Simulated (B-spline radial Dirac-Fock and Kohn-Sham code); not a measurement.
K-line shifts caused by a second vacancy in Te²⁸⁺

System: tellurium as Te²⁸⁺, [Ar] 3d6.

Input of the calculation (task.json; shells as n, l, electrons):

```json
{"items": [{
  "Z": 52,
  "q": 28,
  "cfg": [[1, 0, 2], [2, 0, 2], [2, 1, 6], [3, 0, 2], [3, 1, 6], [3, 2, 6]],
  "A": 130,
  "rrms": 4.7423,
  "do": ["binding", "quiet", "double"]
}]}
```

Launch: `python xray_run.py task.json out`

These are calculated numbers from a radial B-spline solver; the model is ΔSCF Dirac-Fock with Breit, self-energy and vacuum polarisation, finite nucleus, configuration average. Each two-hole energy is an average over J within one jj subconfiguration, not an observable level; in light atoms, where LS coupling holds, the j-resolved values are not observed lines, and for a K spectator the Kα1 hypersatellite is nearly forbidden. No correlation.

Lines without a spectator: Kα2 (K-L2) 27225.0 eV, Kα1 (K-L3) 27498.5 eV, Kβ3 (K-M2) 31109.6 eV, Kβ1 (K-M3) 31167.8 eV. Shifts in eV with one spectator hole (a dash: not computed, or left out as unreliable):

| spectator hole | Kα2 | Kα1 | Kβ3 | Kβ1 |
| --- | --- | --- | --- | --- |
| L2 (2p1/2) | +70.7 | +89.2 | – | +191.1 |
| L3 (2p3/2) | +67.9 | +68.7 | +168.1 | – |
| M2 (3p1/2) | – | +13.82 | +33.3 | +38.7 |
| M3 (3p3/2) | +10.43 | – | +33.6 | +33.2 |

Question: Where does the K-L3 hypersatellite lie, emitted when both K electrons are missing?

Answer: +629.0 eV from the normal line, at 28127.6 eV. Removing both K electrons costs 66904.2 eV, which is 895.6 eV more than twice the K binding energy.

With n spectator holes in 2p, averaged over the 2p shell (energies in eV):

```
n     KαLⁿ   step  hypersatellite KαʰLⁿ
0  27407.3      –               28029.3
1  27481.4  +74.1               28105.0
2  27557.0  +75.6               28182.2
3  27634.1  +77.0               28260.8
4  27712.6  +78.5               28340.9
5  27792.6  +80.0               28422.5
```
